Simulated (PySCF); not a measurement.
Radial density of Tl (thallium, neutral)

UHF, [Xe] 4f14 5d10 6s1 6p1 7s1, high-spin 4P determinant (an excited configuration). Calculation: PySCF 2.14, in aug-cc-pVTZ-PP with one added diffuse shell each of d, f type with ECP60MDF (6s5p5d3f, 67 functions); a scalar-relativistic core potential. This is the valence pseudo-density: the core potential removes the inner electrons and smooths the orbitals near the nucleus.

```tsv
r (bohr)	4πr²ρ (e/bohr)	4πr²(ρα − ρβ)
0.0321	1.498e-05	0.0000
0.0540	2.604e-05	0.0000
0.0909	9.531e-05	0.0000
0.153	0.0009600	0.0000
0.257	0.02155	0.0005
0.433	1.001	0.0265
0.728	14.20	0.1325
1.22	15.11	-0.0381
2.06	3.383	0.9061
3.46	0.5861	0.5107
5.82	0.2216	0.2215
9.80	0.07994	0.0799
16.5	0.0003972	0.0004
```

Energies and moments cover only the electrons outside the core potential. Spin-orbit coupling, absent here, splits the open shell strongly. The outer electron is Rydberg-like, and this basis confines it to a smaller radius and binds it less than a complete one would.

Problem. Where is the radial spin density 4πr²(ρα − ρβ) most negative, and why is it negative at all?

Solution. Around r = 1.22 bohr, down to -0.0381 e/bohr: exchange with the open shell polarises the paired shells in an unrestricted calculation.
